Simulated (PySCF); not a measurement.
## Ionising RbSr

r²SCAN; PySCF, scalar-relativistic core potentials, basis sets Rb def2-SVPD with ECP28, Sr def2-SVPD with ECP28. Neutral (UKS): doublet (σ ↑), Re = 4.718 Å, ωe = 43.1 cm⁻¹, De = 0.21 eV, HOMO -2.51 eV, LUMO -1.59 eV.

RbSr⁻ (UKS): singlet (closed shell), Re = 4.968 Å, ωe = 38.0 cm⁻¹, De = 0.40 eV to Rb⁻ + Sr. The energies at the minima are -54.78213 hartree for RbSr and -54.80259 for RbSr⁻.

Problem. Work out the adiabatic electron affinity, without and with harmonic zero-point energies (1 hartree = 27.2114 eV, 1 eV = 8065.5 cm⁻¹), and the change of the bond length.

Solution. At r²SCAN: 0.02046 hartree = 0.557 eV between the minima; the zero-point term (43.1 − 38.0)/2 cm⁻¹ = +0.000 eV makes it 0.557 eV. Re changes by +25.0 pm against the neutral. The electron enters a σ orbital; the charge polarises the partner, so the anion is bound more strongly.

Closed-shell solutions of metal pairs were not tested for spin polarisation, which can lower them a little. Weak bonds: RbSr, RbSr⁻. Basis-set superposition, not corrected here, can be much of De in a small basis, most of all at correlated wavefunction levels. For an ion De counts to the pair picked by the measured ionisation energies or electron affinities, which need not be the lowest pair at this level. The highest Kohn–Sham level is positive in this anion. Much of that is self-interaction error, but it also means that the finite basis helps to hold the extra electron. States were picked by a PBE0 search and need not be the measured ground states.
